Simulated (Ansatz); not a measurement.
Total energies of C7H14, SMILES `C[C@@H]1CCC[C@H]1C`.

```xyz
21

C     0.582    1.749   -1.110
C     0.598    0.434   -0.359
C     0.688   -0.797   -1.259
C     0.188   -1.973   -0.402
C    -0.501   -1.334    0.817
C    -0.652    0.149    0.476
C    -0.836    1.043    1.685
H     1.484    1.872   -1.715
H     0.524    2.604   -0.432
H    -0.279    1.796   -1.784
H     1.456    0.427    0.329
H     1.694   -0.954   -1.656
H     0.029   -0.648   -2.122
H    -0.500   -2.605   -0.967
H     1.013   -2.617   -0.090
H    -1.456   -1.805    1.063
H     0.134   -1.427    1.705
H    -1.520    0.268   -0.189
H     0.027    0.967    2.354
H    -1.724    0.761    2.256
H    -0.948    2.092    1.401
```

The species carries charge 0 and has multiplicity 1. All single points use the PBE0-D4/def2-TZVP geometry. Basis def2-TZVPP, Ansatz 0.2.0.

RPA on PBE orbitals: Hartree–Fock energy of these orbitals -273.26991 Eh, correlation -2.03945 Eh (frozen core).

```
             functional  energy without D4 (Eh)  D4 term (kJ/mol)
            LDA (SPW92)              -272.67205                 –
                    PBE              -274.88726             -47.5
                 revPBE              -275.18949            -158.8
                   BLYP              -275.10541            -104.6
                 r2SCAN              -275.10901             -12.9
                 B97M-V              -275.29822                 –
                   PBE0              -274.94456             -40.1
                  B3LYP              -275.29444             -74.8
                r2SCANh              -275.10188             -13.4
                r2SCAN0              -275.09249             -14.7
HSE06 (plane-wave form)              -274.92679             -37.0
                  BHLYP              -275.10440             -51.5
              CAM-B3LYP              -275.11890             -40.0
                LC-ωPBE              -275.12173                 –
                ωB97X-V              -275.21616                 –
                ωB97M-V              -275.12854                 –
                 B2PLYP              -275.01432                 –
               PBE-QIDH              -274.91319                 –
```

B3LYP takes the VWN-RPA correlation (the form of Gaussian; ORCA's B3LYP/G). HSE06 is the plane-wave form, built on full-range PBE exchange. The double hybrids freeze the cores in their second-order part.

LC-ωPBE has ω = 0.4 bohr⁻¹.
